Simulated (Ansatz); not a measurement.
Input for Ansatz (an electronic-structure program): U-wB97X-V/cc-pV(T+d)Z on H3NSi (SMILES N[SiH]), a point of a bond scan (R = 1.110 Å). Files ending in .json are basis or fitting sets from the Basis Set Exchange.

Ansatz 0.2 input:
```yaml
crystal:
  periodic: [false, false, false]
  atoms:
    - {symbol: Si, position_ang: [-0.24474767, 0.39103857, 0.50999719]}
    - {symbol: H, position_ang: [-0.58600086, 1.47385990, -0.51531157]}
    - {symbol: N, position_ang: [0.39778231, -0.68955254, -0.65444502]}
    - {symbol: H, position_ang: [0.46967269, -0.51227705, -1.74783325]}
    - {symbol: H, position_ang: [0.76485489, -1.59313906, -0.39509969]}
basis:
  gaussian:
    orbitals: cc-pV_T+d_Z.json
hamiltonian:
  xc: {name: wB97X-V}
magnetization: {spin_polarized: true, initial_magnetization: 0}
```

The head of its log:

```
WARN ansatz: RAYON_NUM_THREADS=1 ignored (pool sized by the plan → 1); use --threads N
Functional definition: wB97X-V
integrals: 0.04 GiB planned
672 factors; their error is unknown
integrals: 0.07 GiB planned
142 factors; integrals over basis functions are off by at most 2.9e-5 eV
mean field: 0.50 GiB planned
mean field evaluation 1: about -9411.2305 eV, gradient 3.1e1 eV
mean field evaluation 2: about -9410.3584 eV, gradient 3.3e1 eV
```

Question: What total energy does the run end on?

Answer: -345.9895 hartree.
